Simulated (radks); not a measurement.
The numbers below are computed, except where a source is named.
Question: The thulium ion Tm57+, [Ne] 3s2. Level of theory: non-relativistic Kohn-Sham, exchange-only PBE, spin-polarised, spherical densities, point nucleus (a radial shooting solver on a logarithmic mesh with Libxc functionals). Every spin shell is full or empty, so the densities are truly spherical. Functionals are evaluated on that one density, not self-consistently. Rank these orbital-free kinetic functionals by their error against the exact value of the orbitals, and give that value: Thomas-Fermi, von Weizsacker, TF + vW, TF + vW/5, LC94, APBEK, revAPBEK, Perdew 92, Thakkar, Pearson, DePristo-Kress, Ernzerhof.

Answer: Exact: 9342.52 hartree. From best to worst, with 100 (|E| - |E exact|)/|E exact| (equal figures are ties): Ernzerhof -0.03, DePristo-Kress +0.03, LC94 +0.14, APBEK +0.23, Thakkar -0.24, revAPBEK +0.52, Perdew 92 -0.56, Pearson -1.30, TF + vW/5 +4.17, Thomas-Fermi -6.49, von Weizsacker -46.73, TF + vW +46.79.
